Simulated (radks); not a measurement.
Results of a calculation; reference values are marked as such.
Problem. The table gives one normalised radial function P(r) = r R(r) of Nb16+ in [Ar] 3d7 (r in bohr). Level of theory: scalar-relativistic Kohn-Sham, PBE, spin-unpolarised, spherical densities, point nucleus (a radial shooting solver on a logarithmic mesh with Libxc functionals).

r	P
0.003761	0.0001
0.004705	0.0002
0.005886	0.0004
0.007306	0.0007
0.00914	0.0012
0.01143	0.0023
0.01431	0.0043
0.0179	0.0079
0.02239	0.0145
0.02801	0.0262
0.03505	0.0466
0.04384	0.0812
0.05485	0.1379
0.06862	0.2273
0.08585	0.3611
0.1074	0.5489
0.1344	0.7913
0.1681	1.0712
0.2103	1.3467
0.261	1.5474
0.3266	1.6175
0.4086	1.4997
0.5111	1.2067
0.6395	0.8187
0.8	0.4510
1.001	0.1915
1.252	0.0582

Which n and l does it have? It may be an empty orbital.

Solution. n = 3, l = 2: the number of nodes gives n - l - 1 = 0, the rise at small r (about r^(l+1), flatter next to the nucleus through relativity) gives l, and the extent must fit the shell. The curve is that of 3d. 3d: eigenvalue -614.31 eV, 0 radial nodes, <r> = 0.396 bohr, 90 % of the charge inside 0.622 bohr.
